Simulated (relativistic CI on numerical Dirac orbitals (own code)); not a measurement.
Computed by Dirac-Coulomb-Breit CI, orbitals from a KLI potential per configuration, a model potential for QED, unscaled Slater integrals (own radial code, finite nucleus).

The strongest absorption lines from the ground level of an ion, among the configurations computed and to levels below about 816 eV (vacuum wavelength in nm, gf): 2.3919 (0.18), 2.6404 (0.49), 6.3123 (3.4), 8.1215 (0.97), 10.001 (0.0015).

Task: Which ion is it?
A. Eu XXVIII
B. Dy XXXI
C. Dy XXIX
D. Nd XXV

Result: B. Dy XXXI has 36 electrons and the ground level 4s2 4p6 1S_0; the strongest line goes to 4s2 4p5 4d 1P°_1. The pattern of lines fixes the number of electrons, and along that sequence the line energies rise steadily with the charge (about as its square where n changes within one kind of shell, about linearly where n is kept but much faster in heavy ions where fine structure, which grows about as Z⁴, sets the gap, and irregularly where shells cross), which fixes Z. Configurations outside the model, such as inner-shell arrays, can give stronger lines. At this charge energies of transitions that change n are usually good to better than 1 %, and those within a shell (Δn = 0) to a few per cent.

LS names give the leading component of a level, which can be under half, so a name can repeat, a term be missing and a line seem to break the LS rules.
